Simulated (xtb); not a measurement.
HO (SMILES [OH]), doublet, geometry from GFN2-xTB; GFN2-xTB with ALPB(cs2) (xtb).

Here is a job for xtb.
```
$ xtb mol.xyz --gfn 2 --uhf 1 --alpb cs2 --json

# file mol.xyz
2

O     -0.00000000    -0.00000000    -0.10703614
H      0.00000000     0.00000000     0.85628915
```

### Question
Write the output that xtb gives for this input, abridged.

### Answer

```
   ID    Z sym.   atoms
    1    8 O      1
    2    1 H      2

           -------------------------------------------------
          |                Calculation Setup                |
           -------------------------------------------------

           -------------------------------------------------
          |                 G F N 2 - x T B                 |
           -------------------------------------------------

      * Solvation model:               ALPB
        Solvent                        cs2
        Parameter file                 internal GFN2-xTB/ALPB
        Dielectric constant                2.6400E+00
        Reference state                gsolv [1 M gas/solution]
        Free energy shift                  4.9805E-03 Eh       3.1253E+00 kcal/mol
        Temperature                        2.9815E+02 K
        Density                            1.2600E+00 kg/L
        Solvent mass                       7.6140E+01 g/mol
        Interaction kernel             P16
        Born radius scaling (c1)           1.3548E+00
        Born radii integrator          GBOBC
        Born offset                        0.0000E+00 a0       0.0000E+00 AA
        H-bond correction              false
        Ion screening                  false
        Surface tension                    1.0000E-05 Eh       1.5569E+01 dyn/cm
        Grid points                               230 per atom

          ...................................................
          :                      SETUP                      :
          :.................................................:
          :  # basis functions                   5          :
          :  # atomic orbitals                   5          :
          :  # shells                            3          :
          :  # electrons                         7          :
          :  max. iterations                   250          :
          :  Hamiltonian                  GFN2-xTB          :
          :  restarted?                      false          :
          :  GBSA solvation                   true          :
          :  PC potential                    false          :
          :  electronic temp.          300.0000000     K    :
          :  accuracy                    1.0000000          :
          :  -> integral cutoff          0.2500000E+02      :
          :  -> integral neglect         0.1000000E-07      :
          :  -> SCF convergence          0.1000000E-05 Eh   :
          :  -> wf. convergence          0.1000000E-03 e    :
          :  Broyden damping             0.4000000          :
          :  net charge                          0          :
          :  unpaired electrons                  1          :
          ...................................................

 iter      E             dE          RMSdq      gap      omega  full diag
   1     -4.4446333 -0.444463E+01  0.383E+00   17.22       0.0  T
   2     -4.4446860 -0.526631E-04  0.230E+00   17.13       1.0  T
   3     -4.4447204 -0.344127E-04  0.105E-01   17.01       1.0  T
   4     -4.4447219 -0.148410E-05  0.229E-02   17.03       3.1  T
   5     -4.4447220 -0.959680E-07  0.128E-02   17.03       5.5  T
   6     -4.4447220 -0.102244E-07  0.704E-05   17.03    1004.2  T
   7     -4.4447220 -0.672351E-12  0.432E-06   17.03   16386.1  T

   *** convergence criteria satisfied after 7 iterations ***

         :::::::::::::::::::::::::::::::::::::::::::::::::::::
         ::                     SUMMARY                     ::
         :::::::::::::::::::::::::::::::::::::::::::::::::::::
         :: total energy              -4.428504820079 Eh    ::
         :: total w/o Gsasa/hb        -4.430577208733 Eh    ::
         :: gradient norm              0.003467917061 Eh/a0 ::
         :: HOMO-LUMO gap             17.027453627695 eV    ::
         ::.................................................::
         :: SCC energy                -4.444722007137 Eh    ::
         :: -> isotropic ES            0.016134149733 Eh    ::
         :: -> anisotropic ES         -0.002031874530 Eh    ::
         :: -> anisotropic XC         -0.000500371167 Eh    ::
         :: -> dispersion             -0.000051286520 Eh    ::
         :: -> Gsolv                  -0.000257208881 Eh    ::
         ::    -> Gelec               -0.002329597534 Eh    ::
         ::    -> Gsasa               -0.002908079368 Eh    ::
         ::    -> Ghb                  0.000000000000 Eh    ::
         ::    -> Gshift               0.004980468022 Eh    ::
         :: repulsion energy           0.016217187058 Eh    ::
         :: add. restraining           0.000000000000 Eh    ::
         :: total charge               0.000000000000 e     ::
         :::::::::::::::::::::::::::::::::::::::::::::::::::::

           -------------------------------------------------
          |                Property Printout                |
           -------------------------------------------------

    * Orbital Energies and Occupations

         #    Occupation            Energy/Eh            Energy/eV
      -------------------------------------------------------------
         1        2.0000           -0.7091014             -19.2956
         2        2.0000           -0.5854898             -15.9320
         3        1.5000           -0.5018386             -13.6557
         4        1.5000           -0.5018386             -13.6557 (HOMO)
         5                          0.1239088               3.3717 (LUMO)
      -------------------------------------------------------------
                  HL-Gap            0.6257474 Eh           17.0275 eV
             Fermi-level           -0.3454017 Eh           -9.3989 eV

     #   Z          covCN         q      C6AA      α(0)
     1   8 O        0.805    -0.350    20.728     6.103
     2   1 H        0.805     0.350     0.588     1.205

 Mol. C6AA /au·bohr⁶  :         28.164889
 Mol. C8AA /au·bohr⁸  :        532.382466
 Mol. α(0) /au        :          7.307568

Wiberg/Mayer (AO) data.
largest (>0.10) Wiberg bond orders for each atom

 ---------------------------------------------------------------------------
     #   Z sym  total        # sym  WBO       # sym  WBO       # sym  WBO
 ---------------------------------------------------------------------------
     1   8 O    0.878 --     2 H    0.878
     2   1 H    0.878 --     1 O    0.878
 ---------------------------------------------------------------------------

Topologies differ in total number of bonds
Writing topology from bond orders to xtbtopo.mol

molecular dipole:
                 x           y           z       tot (Debye)
 q only:        0.000       0.000       0.637
   full:       -0.000       0.000       0.837       2.127
molecular quadrupole (traceless):
                xx          xy          yy          xz          yz          zz
 q only:       -0.451       0.000      -0.451       0.000       0.000       0.902
  q+dip:       -0.577       0.000      -0.577       0.000      -0.000       1.155
   full:       -0.503      -0.000      -0.503       0.000      -0.000       1.006

           -------------------------------------------------
          | TOTAL ENERGY               -4.428504820079 Eh   |
          | GRADIENT NORM               0.003467917061 Eh/α |
          | HOMO-LUMO GAP              17.027453627695 eV   |
           -------------------------------------------------

normal termination of xtb
```
